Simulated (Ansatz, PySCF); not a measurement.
System: silicon dioxide molecule, SiO2, net charge 0, singlet state. 
Coordinates optimised at B3LYP-D3(BJ)/def2-TZVP (Ansatz, a quantum-chemistry and plane-wave program):
SMILES: O=[Si]=O
```xyz
3

O      0.0000     0.0000    -1.5101
Si     0.0000     0.0000     0.0000
O      0.0000     0.0000     1.5101
```

Property: atomisation energy (electronic, to ground-state atoms), in eV. Cores are frozen in the correlated levels unless marked. UHF or UKS for open shells. No spin-orbit coupling. Non-relativistic. The coupled-cluster limit lacks core correlation, which all-electron functionals hold. CBS marks a two-point X^-3 extrapolation of the correlation energy; Hartree-Fock from the larger set.

```csv
level,program,atomisation energy (eV),minus last row
BLYP-D4/def2-TZVPD,Ansatz + dftd4,13.22,0.32
r2SCAN-D4/def2-TZVPD,Ansatz + dftd4,12.86,-0.04
PW6B95-D4/def2-TZVPD,PySCF + dftd4,12.62,-0.28
RI-MP2/cc-pV(T+d)Z,Ansatz,13.38,0.48
SCS-MP2/cc-pwCVTZ,Ansatz,13.03,0.13
CCSD/cc-pV(Q+d)Z,Ansatz,12.02,-0.88
"CCSD(T)/CBS(aug-cc-pV(T+d)Z,aug-cc-pV(Q+d)Z)",Ansatz,12.90,0.00
```
